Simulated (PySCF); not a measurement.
BCl₂, SMILES Cl[B]Cl, multiplicity 2. The structure is a stationary point at PBE0-D3(BJ)/def2-TZVP. The isomer is the one that the SMILES or the coordinates give; other isomers of the formula were not compared.

Calculation: PBE0-D3(BJ)/def2-TZVP run with PySCF.

Harmonic wavenumbers (cm⁻¹): 283, 706, 1009. Rotational constants (GHz): 86.57, 3.052, 2.948; symmetry number 2.

Problem. Work out the zero-point energy and the ideal-gas rigid-rotor harmonic-oscillator thermochemistry at 298.15 K and 1 atm.

Solution. ZPE = ½ Σ hcν = ½ × 1998 cm⁻¹ = 11.95 kJ/mol. H − E(el) = 23.41 kJ/mol. Entropy in J/(mol K): translation 163.66, rotation 92.72, vibration 7.98, spin 5.76, total 270.12. G − E(el) = -57.13 kJ/mol. Cp = 45.35 J/(mol K).
